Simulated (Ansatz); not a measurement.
Relaxation of ClGaH$_{6}$Si (9 atoms, charge 0, multiplicity 1), to a largest force component of 0.03 eV/Å in at most 50 steps.

These are results of Ansatz 0.2.0, RKS r2SCANh/def2-mTZVP, not measurements.

```xyz
9
Properties=species:S:1:pos:R:3
Ga -0.780 -1.029 -0.889
Si 0.556 -0.388 0.935
H -0.122 -1.505 -2.228
H -2.342 -1.032 -0.783
H 0.368 2.148 -0.029
Cl -0.312 2.468 -1.108
H 1.820 0.271 0.492
H -0.134 0.606 1.810
H 0.945 -1.539 1.800
```

**Question.** Where does it end, and by what steps?

**Answer.** The forces met the threshold. The force dipped under the threshold on the way, but the program's further checks kept it going. After 15 steps the energy has fallen by 0.184 eV; H5 moved furthest, 1.11 Å.

```csv
step,energy less start (eV),largest force component (eV/Å),accepted
0,0.0000,0.515,yes
1,-0.0154,1.313,yes
2,-0.1059,0.539,yes
3,-0.1409,0.158,yes
4,-0.1487,0.230,yes
5,-0.1606,0.207,yes
6,-0.1693,0.064,yes
7,-0.1723,0.137,yes
8,-0.1780,0.118,yes
9,-0.1812,0.068,yes
10,-0.1716,0.729,no
11,-0.1829,0.033,yes
12,-0.1834,0.020,yes
13,-0.1835,0.086,yes
14,-0.1837,0.049,yes
15,-0.1839,0.014,yes
```

```xyz
9
Properties=species:S:1:pos:R:3
Ga -0.763 -0.689 -0.802
Si 0.573 -0.486 1.191
H -0.055 -1.064 -2.153
H -2.329 -0.699 -0.742
H 0.564 2.195 -1.120
Cl -0.709 2.019 -1.293
H 1.733 0.426 0.939
H -0.164 0.085 2.353
H 1.151 -1.788 1.627
```

Time of the run: 62 s on 4 threads of Arm Neoverse N1 (shared host), peak memory 0.24 GiB.
